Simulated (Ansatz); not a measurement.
Cost and result for the atomization energy of BGaH6N2S, SMILES `[NH2][GaH][B](N)S` (11 atoms, 10 bonds).

```xyz
11

N    -1.8313   -0.8271   -1.2010
Ga   -0.9390    0.5223   -0.3628
B     0.9146    0.1524    0.5296
N     1.5985    1.1816    1.1797
S     1.7137   -1.4849    0.5071
H    -1.5107   -1.7771   -1.2812
H    -2.7254   -0.7066   -1.6463
H    -1.7193    1.8911   -0.4141
H     2.4941    1.0721    1.6299
H     1.2340    2.1160    1.2411
H     0.7708   -2.1399   -0.1820
```

The species carries charge 0 and has multiplicity 1. Correlated methods include outer-core shells of Ga, which these sets cover unevenly. Scalar relativity is left out up to krypton. All single points use the PBE0-D4/def2-TZVP geometry. It is one conformer, not always the lowest. Program: Ansatz. All runs use 4 threads of a server CPU on a shared host. Times are those of one run each, without the atoms' runs, and a repeat can differ threefold. Electronic energies, without spin–orbit coupling; frozen cores. CCSD(T)/CBS adds CCSD(T) − MP2 in def2-TZVPP to the MP2 limit, and its time is that of the two runs behind it. T1 = 0.014. With those shells the extrapolation isn't a true limit. B3LYP takes the VWN-RPA correlation (the form of Gaussian; ORCA's B3LYP/G).

CCSD(T)/CBS is a level of theory with its own doubt, some kJ/mol a heavy atom from the limit and from the frozen cores, so smaller differences don't rank the functionals.

```tsv
level	functions	wall time
BLYP-D4/def2-TZVPP	267	6 s
revPBE-D4/def2-TZVPP	267	6 s
BHLYP-D4/def2-TZVPP	267	9.5 s
CAM-B3LYP-D4/def2-TZVPP	267	12 s
r2SCAN-D4/def2-TZVPP (with forces)	267	12 s
B3LYP-D4/def2-TZVPP (with forces)	267	14 s
PBE-QIDH/def2-TZVPP	267	17 s
CCSD(T)/def2-SVP	122	18 s
B2PLYP/def2-TZVPP	267	19 s
ωB97M-V/def2-TZVPP (with forces)	267	30 s
MP2/def2-QZVPP	510	64 s
CCSD(T)/def2-TZVPP	267	6 min
CCSD(T)/CBS(def2)	–	7.1 min
```

Task: What atomization energy does each give, and how far from CCSD(T)/CBS? (Estimate.)

Result: Computed: 
| level | atomization (kcal/mol) | difference from CCSD(T)/CBS | per bond |
| --- | --- | --- | --- |
| BLYP-D4/def2-TZVPP | 868.8 | 1.2 | 0.1 |
| revPBE-D4/def2-TZVPP | 862.5 | -5.1 | -0.5 |
| BHLYP-D4/def2-TZVPP | 841.1 | -26.5 | -2.6 |
| CAM-B3LYP-D4/def2-TZVPP | 872.5 | 4.9 | 0.5 |
| r2SCAN-D4/def2-TZVPP (with forces) | 869.1 | 1.5 | 0.1 |
| B3LYP-D4/def2-TZVPP (with forces) | 868.5 | 0.9 | 0.1 |
| PBE-QIDH/def2-TZVPP | 859.3 | -8.3 | -0.8 |
| CCSD(T)/def2-SVP | 805.2 | -62.4 | -6.2 |
| B2PLYP/def2-TZVPP | 857.0 | -10.6 | -1.1 |
| ωB97M-V/def2-TZVPP (with forces) | 871.6 | 4.0 | 0.4 |
| MP2/def2-QZVPP | 869.7 | 2.1 | 0.2 |
| CCSD(T)/def2-TZVPP | 841.5 | -26.1 | -2.6 |
| CCSD(T)/CBS(def2) | 867.6 | 0.0 | 0.0 |

The D4 term adds +10.0 kcal/mol with B3LYP and +5.3 kcal/mol with PBE0; it sums over pairs of atoms, weighted by their polarisabilities, and B3LYP, whose exchange is more repulsive, gets the larger term. At CCSD(T), def2-SVP lies −62.4 kcal/mol from the extrapolated value and def2-TZVPP −26.1 kcal/mol: correlation converges slowly with the basis, and small sets miss more of it in the bonded molecule than in its fragments. From BLYP to BHLYP (50 % exact exchange), in def2-TZVPP and without D4, the atomization energy moves by −22.7 kcal/mol: exact exchange takes away binding that semilocal exchange gives to molecules.
